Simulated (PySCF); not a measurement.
C3H13NSi2, SMILES C[C@H]([SiH3])N[SiH2]C.

Geometry: B3LYP-D3(BJ)/def2-SVP. The structure was generated by enumeration; whether it is a known compound was not checked. Other conformers were not sampled.

Method: SMD-PBE0/6-31G* (PySCF).

Solvation free energies are E(SMD) − E(gas) at the gas-phase geometry, for 1 M in both phases. In vacuum the dipole moment is 1.74 D.

Computed solvation free energies in water, ethylethanoate, cyclohexanone:
```json
[
 {"solvent": "water", "ΔG(solv) (kcal/mol)": "1.7", "its non-electrostatic (CDS) part": "5.4", "dipole (D)": "2.47"},
 {"solvent": "ethylethanoate", "ΔG(solv) (kcal/mol)": "-2.9", "its non-electrostatic (CDS) part": "-0.1", "dipole (D)": "2.26"},
 {"solvent": "cyclohexanone", "ΔG(solv) (kcal/mol)": "-2.4", "its non-electrostatic (CDS) part": "1.0", "dipole (D)": "2.39"}
]
```
